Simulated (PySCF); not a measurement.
Si(OSiH3)(Me)2(Cl) (C2H9ClOSi2), SMILES C[Si](C)(Cl)O[SiH3].

The structure is a stationary point at PBE-D3(BJ)/def2-SVP. One conformer was computed; it need not be the lowest.

Two levels are set side by side: PBE/def2-TZVP (PySCF) and r2SCAN/def2-TZVP (PySCF). Same geometry, gas phase. Differences are taken from unrounded values.

```csv
quantity,r2SCAN,PBE,PBE minus r2SCAN
orbital gap (eV),7.03,6.25,-0.77
highest occupied level (eV),-7.31,-6.98,0.33
lowest empty level (eV),-0.28,-0.72,-0.44
dipole moment (D),1.75,1.70,-0.05
mean polarisability (bohr³),89.3,92.2,2.9
```

Rough cost on one machine, each run with all the roots and properties that it gave: r2SCAN against PBE about 3 times.
